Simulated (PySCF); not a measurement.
Computed with PBE-D3(BJ)/def2-TZVP // PBE0-D3(BJ)/def2-TZVP in PySCF. All species are isolated molecules in the gas phase. One relaxed conformer stands for a flexible species; it need not be the lowest. Excitations are Tamm–Dancoff values on a coarser integration grid. The basis has no diffuse functions, so Rydberg states are missing or too high.

Reference species (SMILES): `B1B2BC12` (neutral, multiplicity 1).

```
Quantity                  Value
----------------------  -------
T1 excitation (TDA)     3.43 eV
S1 oscillator strength    0.002
S1–T1 gap (TDA)         0.55 eV
```

Changed species: `B=C=BB`.

**Question.** Give the shifts of the T1 excitation (TDA), S1 oscillator strength and S1–T1 gap (TDA).

**Answer.** the T1 excitation (TDA) drops by 1.34 eV, to 2.09 eV; the S1 oscillator strength is nearly the same; the S1–T1 gap (TDA) falls by 0.31 eV, to 0.24 eV.
